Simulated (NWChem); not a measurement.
System: SiH2SeOCl2; SMILES Cl[Si](Cl)([SeH])O

Input file for NWChem:

```
start job
memory heap 200 mb stack 900 mb global 1100 mb
geometry units angstroms noautoz
  O      0.181052     0.864863    -1.886790
  Si     0.015519     0.515377    -0.286442
  Cl    -1.787527     1.204858     0.453604
  Cl     1.557691     1.535773     0.608035
  Se     0.022417    -1.720377     0.171306
  H     -0.432595     0.416193    -2.489267
  H      1.350988    -1.908031    -0.458320
end
basis spherical
  * library 6-31g*
end
dft
  xc b3lyp
  iterations 150
  vectors input atomic output neutral.movecs
end
task dft energy
charge 1
dft
  odft
  mult 2
  vectors input atomic output cation.movecs
end
task dft energy
```

Coordinates come from a B3LYP/6-31G* (spherical d) optimisation.

Ions are spin-unrestricted doublets at the neutral geometry; other ion states weren't tried.

Q: Predict the main results of this run. (B3LYP/6-31G* (spherical d), vertical spin-unrestricted ions.) Quantities: vertical ionisation energy, ΔSCF (eV); −ε(HOMO) (eV).

A: 
* **vertical ionisation energy, ΔSCF (eV)**: 9.80
* **−ε(HOMO) (eV)**: 7.35
